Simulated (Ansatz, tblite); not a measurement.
Removing and adding an electron: SiF2Cl2 (SiCl2F2). Total charge 0; singlet. Geometry: PBE0-D4/def2-SVP. Ansatz, gas phase; energy differences of separate SCF runs; the oxidised species was run as a doublet alone; the reduced species was run as a doublet alone.

```xyz
5

Si    0.002    0.068    0.033
F    -0.059    0.360    1.602
F     0.112    1.474   -0.716
Cl   -1.693   -0.864   -0.541
Cl    1.639   -1.038   -0.378
```

The xTB rows come from tblite.

```
               level  −HOMO (eV)  vertical IE (eV)  −LUMO (eV)  vertical EA (eV)  HOMO–LUMO gap (eV)  IE − EA (eV)                       remarks
            GFN1-xTB       12.81             15.65        4.47              1.22                8.34         14.42                             –
            GFN2-xTB       12.59             15.84        5.15              2.11                7.44         13.73                             –
    PBE-D4/def2-TZVP        8.49             11.79        1.21                 –                7.27             –                             –
   PBE-D4/def2-TZVPD        8.55                 –        1.52             -0.31                7.03             –  HOMO above zero (-1 doublet)
 r2SCAN-D4/def2-TZVP        8.89             12.07        0.74                 –                8.15             –                             –
r2SCAN-D4/def2-TZVPD        8.91                 –        0.97             -0.58                7.94             –  HOMO above zero (-1 doublet)
   PBE0-D4/def2-TZVP        9.97             12.29        0.15                 –                9.82             –                             –
  PBE0-D4/def2-TZVPD       10.00                 –        0.63             -0.50                9.38             –  HOMO above zero (-1 doublet)
```

   A HOMO above zero means that the electron is unbound at that level or that self-interaction error raises the level; the energy of removing that electron tells which. Raw xTB energy differences between charge states are shifted by several eV; the methods need an empirical correction for them. A negative affinity means that the extra electron isn't bound; its size then hangs on the basis.
